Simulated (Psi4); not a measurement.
CaCl2 (SMILES [Cl][Ca][Cl]), singlet, at a GFN2-xTB geometry (such geometries of metal compounds can be far from the true shape); HF/6-31G* (Psi4 1.11).

Input for Psi4:
```
memory 2 GB

molecule mol {
0 1
Ca    0.208333   -0.772484   -0.002316
Cl    1.272213    0.834657   -1.365239
Cl   -1.517311    0.074148    1.367964
}

set {
  basis 6-31g*
  reference rhf
  scf_type pk
  puream true
  d_convergence 1e-8
}

energy('scf')
print_variables()
```

It wrote (shortened):

```
   => Loading Basis Set <=

    Name: 6-31G*
    Role: ORBITAL
    Keyword: BASIS

         ---------------------------------------------------------
                                   SCF
               by Justin Turney, Rob Parrish, Andy Simmonett
                          and Daniel G. A. Smith
                              RHF Reference
         ---------------------------------------------------------

  ==> Geometry <==

    Molecular point group: cs
    Full point group: Cs

    Geometry (in Angstrom), charge = 0, multiplicity = 1:

       Center              X                  Y                   Z               Mass
    ------------   -----------------  -----------------  -----------------  -----------------
         CA           0.157045278513    -0.793261697425     0.000000000000    39.962590863000
         CL           1.861748640306     0.839615640436     0.000000000000    34.968852682000
         CL          -2.041220819998     0.066928047164     0.000000000000    34.968852682000

  Running in cs symmetry.

  Rotational constants: A =      0.41051  B =      0.06091  C =      0.05304 [cm^-1]
  Rotational constants: A =  12306.84082  B =   1825.90825  C =   1590.00645 [MHz]
  Nuclear repulsion =  190.875366505149941

  Charge       = 0
  Multiplicity = 1
  Electrons    = 54
  Nalpha       = 27
  Nbeta        = 27

  ==> Algorithm <==

  SCF Algorithm Type is PK.
  DIIS enabled.
  MOM disabled.
  Fractional occupation disabled.
  Guess Type is SAD.
  Energy threshold   = 1.00e-06
  Density threshold  = 1.00e-08
  Integral threshold = 1.00e-12

  ==> Primary Basis <==

  Basis Set: 6-31G*
    Blend: 6-31G*
    Number of shells: 26
    Number of basis functions: 58
    Number of Cartesian functions: 61
    Spherical Harmonics?: true
    Max angular momentum: 2

  ==> Integral Setup <==

  Using in-core PK algorithm.
   Calculation information:
      Number of atoms:                   3
      Number of AO shells:              26
      Number of primitives:             93
      Number of atomic orbitals:        61
      Number of basis functions:        58

      Integral cutoff                 1.00e-12
      Number of threads:                 1

  Performing in-core PK
  Using 2929232 doubles for integral storage.
  We computed 49647 shell quartets total.
  Whereas there are 61776 unique shell quartets.

  ==> DiskJK: Disk-Based J/K Matrices <==

    J tasked:                  Yes
    K tasked:                  Yes
    wK tasked:                  No
    Schwarz Cutoff:          1E-12

  Minimum eigenvalue in the overlap matrix is 2.3658744417E-02.
  Reciprocal condition number of the overlap matrix is 7.2979219989E-03.
    Using symmetric orthogonalization.

  ==> Pre-Iterations <==

  SCF Guess: Superposition of Atomic Densities via on-the-fly atomic UHF (no occupation information).

   -------------------------
    Irrep   Nso     Nmo
   -------------------------
     A'        42      42
     A"        16      16
   -------------------------
    Total      58      58
   -------------------------

  ==> Iterations <==

                        Total Energy        Delta E     RMS |[F,P]|

   @RHF iter SAD: -1594.86630369618456   -1.59487e+03   0.00000e+00
   @RHF iter   1: -1595.74411812682297   -8.77814e-01   7.25128e-03 ADIIS/DIIS
   @RHF iter   2: -1595.81374302016320   -6.96249e-02   2.62910e-03 ADIIS/DIIS
   @RHF iter   3: -1595.82146475978129   -7.72174e-03   1.51011e-04 ADIIS/DIIS
   @RHF iter   4: -1595.82153736218174   -7.26024e-05   4.00015e-05 DIIS
   @RHF iter   5: -1595.82154380817292   -6.44599e-06   8.55738e-06 DIIS
   @RHF iter   6: -1595.82154406438804   -2.56215e-07   2.02894e-06 DIIS
   @RHF iter   7: -1595.82154408462293   -2.02349e-08   3.47835e-07 DIIS
   @RHF iter   8: -1595.82154408521501   -5.92081e-10   6.54660e-08 DIIS
   @RHF iter   9: -1595.82154408523320   -1.81899e-11   1.26075e-08 DIIS
   @RHF iter  10: -1595.82154408523456   -1.36424e-12   2.80963e-09 DIIS
  Energy and wave function converged.

  ==> Post-Iterations <==

    Orbital Energies [Eh]
    ---------------------

    Doubly Occupied:

       1Ap  -149.362129     2Ap  -104.732726     3Ap  -104.732717
       4Ap   -16.839941     1App  -13.648278     5Ap   -13.648021
       6Ap   -13.647468     7Ap   -10.475020     8Ap   -10.475016
       9Ap    -7.942407    10Ap    -7.942401     2App   -7.941271
       3App   -7.941267    11Ap    -7.941207    12Ap    -7.941202
      13Ap    -2.272963    14Ap    -1.379747    15Ap    -1.376932
       4App   -1.374907    16Ap    -1.004653    17Ap    -0.997562
      18Ap    -0.442172    19Ap    -0.423717    20Ap    -0.418800
       5App   -0.413723     6App   -0.411878    21Ap    -0.403762

    Virtual:

      22Ap    -0.030339     7App    0.033978    23Ap     0.061889
      24Ap     0.079239    25Ap     0.121524     8App    0.190198
      26Ap     0.225627    27Ap     0.238008     9App    0.308957
      10App    0.315773    28Ap     0.331842    29Ap     0.447748
      30Ap     0.524644    31Ap     0.683340    11App    0.702409
      32Ap     0.704674    12App    0.737430    33Ap     0.742654
      34Ap     0.774632    35Ap     0.836832    36Ap     0.888593
      13App    1.213563    14App    1.213688    37Ap     1.213745
      38Ap     1.216082    39Ap     1.218362    15App    1.248069
      16App    1.257956    40Ap     1.298760    41Ap     1.390087
      42Ap     1.409516

    Final Occupation by Irrep:
             Ap   App
    DOCC [    21,    6 ]
    NA   [    21,    6 ]
    NB   [    21,    6 ]

  @RHF Final Energy: -1595.82154408523456

   => Energetics <=

    Nuclear Repulsion Energy =            190.8753665051499411
    One-Electron Energy =               -2581.1300475422081036
    Two-Electron Energy =                 794.4331369518234851
    Total Energy =                      -1595.8215440852345637

Computation Completed

Properties will be evaluated at   0.000000,   0.000000,   0.000000 [a0]

Properties computed using the SCF density matrix

 Multipole Moments:

 ------------------------------------------------------------------------------------
     Multipole            Electronic (a.u.)      Nuclear  (a.u.)        Total (a.u.)
 ------------------------------------------------------------------------------------

 L = 1.  Multiply by 2.5417464519 to convert [e a0] to [Debye]
 Dipole X            :          0.5209329            0.1698458            0.6907787
 Dipole Y            :         -2.6313192           -0.8579191           -3.4892384
 Dipole Z            :          0.0000000            0.0000000            0.0000000
 Magnitude           :                                                    3.5569593

 ------------------------------------------------------------------------------------

  Variable Map:
  ----------------------------------------------------------------------------
  "CURRENT ENERGY"           =>   -1595.821544085235
  "CURRENT REFERENCE ENERGY" =>   -1595.821544085235
  "DD SOLVATION ENERGY"      =>       0.000000000000
  "HF KINETIC ENERGY"        =>    1596.490910709729
  "HF POTENTIAL ENERGY"      =>   -3192.312454794963
  "HF TOTAL ENERGY"          =>   -1595.821544085235
  "HF VIRIAL RATIO"          =>       1.999580726317
  "NUCLEAR REPULSION ENERGY" =>     190.875366505150
  "ONE-ELECTRON ENERGY"      =>   -2581.130047542208
  "PCM POLARIZATION ENERGY"  =>       0.000000000000
  "PE ENERGY"                =>       0.000000000000
  "SCF ITERATION ENERGY"     =>   -1595.821544085235
  "SCF ITERATIONS"           =>      10.000000000000
  "SCF TOTAL ENERGY"         =>   -1595.821544085235
  "TWO-ELECTRON ENERGY"      =>     794.433136951823

  Array Variable Map:
  ----------------------------------------------------------------------------
  "CURRENT DIPOLE"           =>       0.690778702842 ... 0.000000000000 1 by 3
  "SCF DIPOLE"               =>       0.690778702842 ... 0.000000000000 1 by 3
  "SCF TOTAL ENERGIES"       =>   -1594.866303696185 ... -1595.821544085235 1 by 11
```
